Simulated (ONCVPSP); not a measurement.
**vanadium (V): excitation energies, all-electron against ONCV**

ONCVPSP 4.0.1 input, shortened (lines: element, Z, core and valence counts, functional; n l f; lmax; l rc ep ncon nbas qcut; lloc lpopt rc5 dvloc0; l nproj debl; icmod fcfact rcfact), PBE, scalar-relativistic:

```
  V 23.00    3    5        4      upf
    1    0    2.00
    2    0    2.00
    2    1    6.00
    3    0    2.00
    3    1    6.00
    3    2    3.00
    4    0    1.50
    4    1    0.50
    2
    0    1.85    0.00    5    9    5.30
    1    1.50    0.00    4    8   10.00
    2    2.15    0.00    3    7    7.60
    4    5    1.10    4.00
    0    2    3.40
    1    2    0.90
    2    2    0.50
    3    5.25    1.40
```

Energies are relative to the spin-unpolarised reference configuration 3s2 3p6 3d3 4s1.5 4p0.5; without spin polarisation the order of configurations can differ from experiment.

```
valence configuration  charge  ΔE all-electron (eV)  error AE − PS (meV)
  3s2 3p6 3d3 4s1 4p0      +1                 6.084                 +0.1
  3s2 3p6 3d3 4s0 4p0      +2                20.380                 -3.0
  3s2 3p6 3d2 4s2 4p0      +1                 9.323                 +161
```

Task: What are ΔE and the potential's error for 3s2 3p6 3d3 4s2 4p0?

Result: ΔE = -1.651 eV all-electron; the error (AE − PS) is +0.1 meV.

Levels in the configuration 3s2 3p6 3d3 4s2 4p0:

| level | all-electron (eV) | pseudo (eV) |
| --- | --- | --- |
| 3s | -70.235 | -70.218 |
| 3p | -44.041 | -44.033 |
| 3d | -5.165 | -5.159 |
| 4s | -4.702 | -4.703 |
